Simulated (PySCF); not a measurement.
UHF on Mg²⁺ (magnesium, charge +2)

Configuration: [Ne], closed-shell 1S. Computed with PySCF 2.14 in def2-TZVP (5s4p3d, 32 functions), with the non-relativistic Hamiltonian (point nucleus).

- Total energy: -198.823008 hartree
- One-electron energy: -271.1115 hartree
- Hartree (Coulomb) energy: 87.9669 hartree
- Exchange energy: -15.6784 hartree
- Kinetic energy: 198.84099 hartree
- ⟨S²⟩: 0.0000
- ⟨L²⟩: 0.000
- Sum of ⟨r⟩: 5.729 bohr
- Sum of ⟨r²⟩: 4.726 bohr²
- Density at the nucleus (Gaussians lack the cusp): 1050 bohr⁻³
- Langevin diamagnetic susceptibility: -3.74 ×10⁻⁶ cm³/mol
- Time after the integrals: 0.06 s of wall time on 1 thread of Neoverse-V1 (shared host)

```csv
shell,electrons,mean orbital energy (hartree),"rms radius, mean of both spins (bohr)"
1s,2,-49.76612,0.152
2s,2,-4.48309,0.756
2p,6,-3.00600,0.768
```
